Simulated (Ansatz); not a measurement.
Ansatz (a program for electronic structure) input (CCSD(T)/def2-TZVPP):

Ansatz 0.2 input:
```yaml
crystal:
  periodic: [false, false, false]
  atoms:
    - {symbol: Nb, position_ang: [0.11049994, -0.10451689, -0.22926651]}
    - {symbol: O, position_ang: [-1.43258681, -0.80977544, 0.22093357]}
    - {symbol: O, position_ang: [-0.52120919, 1.50638418, -0.41412840]}
    - {symbol: F, position_ang: [1.23331892, -0.14307527, 1.21616508]}
basis:
  gaussian:
    orbitals: def2-TZVPP
total_charge: 1
magnetization: {spin_polarized: true, initial_magnetization: 1}
correlation: {method: ccsd_t, electrons: outside_noble_gas}
```

Output:

```
Functional definition: HF
integrals: 0.56 GiB planned
1001 factors; integrals over basis functions are off by at most 8.8e-4 eV
mean field: 0.50 GiB planned
mean field evaluation 1: about -8293.9492 eV, gradient 6.5e1 eV
mean field evaluation 2: about -8293.9579 eV, gradient 6.5e1 eV
mean field evaluation 4: about -8309.8672 eV, gradient 1.0e1 eV
mean field evaluation 8: about -8310.8019 eV, gradient 1.1e0 eV
mean field evaluation 16: about -8310.8468 eV, gradient 8.7e-2 eV
mean field evaluation 32: about -8310.8366 eV, gradient 3.6e-1 eV
mean field evaluation 64: about -8309.9915 eV, gradient 1.3e-4 eV
mean field evaluation 96: about -8302.3734 eV, gradient 5.6e0 eV
mean field evaluation 128: about -8309.9915 eV, gradient 3.7e-2 eV
mean field evaluation 160: about -8305.8172 eV, gradient 1.0e1 eV
mean field evaluation 192: about -8308.2925 eV, gradient 4.7e-1 eV
mean field evaluation 224: about -8307.2998 eV, gradient 1.0e-1 eV
mean field evaluation 256: about -8310.4244 eV, gradient 3.3e0 eV
mean field evaluation 288: about -8302.5289 eV, gradient 6.1e0 eV
mean field evaluation 320: about -8309.1334 eV, gradient 1.0e0 eV
mean field evaluation 352: about -8306.2771 eV, gradient 6.2e0 eV
mean field evaluation 384: about -8297.5091 eV, gradient 5.1e1 eV
mean field evaluation 416: about -8309.5254 eV, gradient 3.6e-2 eV
mean field evaluation 448: about -8296.5013 eV, gradient 4.7e1 eV
mean field evaluation 480: about -8307.7349 eV, gradient 9.3e-1 eV
mean field evaluation 512: about -8309.8456 eV, gradient 6.9e-4 eV
mean field -8310.84783134 eV, -305.4180245068 hartree, gradient 2.8e-6 eV, S^2 1.236257; 14 other end points of the search recorded, 0 dependent functions left out
determinant -8310.84783134 eV, -305.4180245068 hartree, with singles and doubles -8333.78917172 eV, -306.2611032156 hartree
determinant -8309.99154062 eV, -305.3865564033 hartree, with singles and doubles -8333.27240048 eV, -306.2421122226 hartree
determinant -8309.97690797 eV, -305.3860186633 hartree, with singles and doubles -8333.44981419 eV, -306.2486320563 hartree
determinant -8309.88660403 eV, -305.3827000547 hartree, with singles and doubles -8333.11535115 eV, -306.2363407665 hartree
determinant -8309.84560403 eV, -305.3811933325 hartree, with singles and doubles -8333.40680304 eV, -306.2470514258 hartree
determinant -8309.53256290 eV, -305.3696892832 hartree, with singles and doubles -8332.21015440 eV, -306.2030753994 hartree
determinant -8309.52545963 eV, -305.3694282429 hartree, with singles and doubles -8332.25975708 eV, -306.2048982643 hartree
determinant -8309.24734758 eV, -305.3592078133 hartree, with singles and doubles -8332.01250356 eV, -306.1958118648 hartree
determinant -8308.39013150 eV, -305.3277057035 hartree, with singles and doubles -8329.26580001 eV, -306.0948723713 hartree
determinant -8310.84783134 eV, -305.4180245068 hartree, with singles and doubles -8333.82608369 eV, -306.2624597053 hartree
determinant -8309.99154062 eV, -305.3865564033 hartree, with singles and doubles -8333.48963202 eV, -306.2500953346 hartree
determinant -8309.97690797 eV, -305.3860186633 hartree, with singles and doubles -8333.56063548 eV, -306.2527046635 hartree
determinant -8309.84560403 eV, -305.3811933325 hartree, with singles and doubles -8333.54265798 eV, -306.2520440026 hartree
7 core orbitals not correlated
reference -8310.84783134 eV, -305.4180245068 hartree; 12, 11 occupied and 130, 131 virtual orbitals, 1001 factors
second order -22.40198948 eV of doubles, -0.00000000 eV of singles
coupled cluster: 1.42 GiB planned
cycle   1  -22.97825598 eV  change   -3.6e-6 eV  update   3.9e-6
coupled cluster: 1.45 GiB planned
perturbative correction -1.28956222 eV, -0.0473905374 hartree
Total energy: -8335.11564954 eV, -306.3098503764 hartree
```

The spin state was set by rule; other spins were not relaxed.

The determinant is spin-contaminated: <S^2> is 1.24 against 0.75 for a pure state.
